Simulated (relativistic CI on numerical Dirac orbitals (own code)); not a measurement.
**Hyperfine structure of Bi²⁰⁺, mass number 207**

Computed by Dirac-Coulomb-Breit CI, orbitals from a KLI potential per configuration, model QED (radiative potential, 1s self-energy scaled to tabulated hydrogen-like ionisation energies), unscaled Slater integrals (own radial code, finite nucleus).

Configuration list (outside the closed core [Kr] 4d10): 4f14 5s2 5p, 4f14 5s 5p2, 4f14 5s2 5d, 4f14 5s 5p 5d, 4f13 5s2 5p2, 4f14 5s2 5f, 4f14 5s 5p 5f, 4f14 5s2 5g, 4f14 5p2 5d, 4f14 5s2 6s, 4f14 5s 5d2, 4f13 5s2 5p 5d, 4f14 5p3, 4f13 5p4, 4f14 5p 5d2, 4f14 5d3, 4f13 5p2 5d2, 4f14 5d2 5f. Double excitations out of closed p, d and f shells are left out; levels of such configurations are missing from the list, as are those of other unlisted configurations, and high levels can miss mixing partners. Some configurations lack a partner that the ground configuration has and come out too high, among them 4f13 5s2 5p 5d, 4f14 5s2 5g, 4f14 5s2 6s.

Nuclear spin I = 9/2, μ = 4.0729 μN, Q = -0.76 b (tables of Stone and Pyykkö). The electronic factors are computed for point nuclear moments, without core polarisation or the Bohr-Weisskopf and QED corrections.

| Level | E (eV) | A (GHz) | B (GHz) |
| --- | --- | --- | --- |
| 4f14 5s2 5p 2P°_1/2 | 0.000 | 175.1 |  |
| 4f14 5s2 5p 2P°_3/2 | 33.136 | 16.43 | -27.9 |
| 4f14 5s 5p2 4P_1/2 | 47.773 | 538 |  |
| 4f14 5s 5p2 4P_3/2 | 74.313 | 130.1 | -22.9 |
| 4f14 5s 5p2 2D_5/2 | 78.733 | 156.2 | -13.3 |
| 4f14 5s 5p2 2D_3/2 | 84.909 | -6.407 | -23.5 |
| 4f14 5s 5p2 2P_1/2 | 86.910 | -171.9 |  |
| 4f14 5s2 5d 2D_3/2 | 113.118 | -5.976 | 2.18 |

Levels with J = 0, under 50 % of one LS term, or S terms without an open s electron are left out. Small factors come from cancelling terms and can be off by tens of per cent or more.

At this charge transitions that keep the count of f electrons are usually good to a few per cent. Levels that differ in their count of f electrons can be misplaced by several ten thousand cm⁻¹, since the correlation energy of f electrons is missing or only estimated; rates across such gaps can be off by orders of magnitude.

**Question.** Give the hyperfine levels of 4f14 5s2 5p 2P°_1/2 relative to its centre of gravity.

**Answer.** With K = F(F + 1) − I(I + 1) − J(J + 1), E = AK/2: F = 4: -481.4, F = 5: 393.9 GHz.

LS names give the leading component of a level, which can be under half, so a name can repeat, a term be missing and a line seem to break the LS rules.
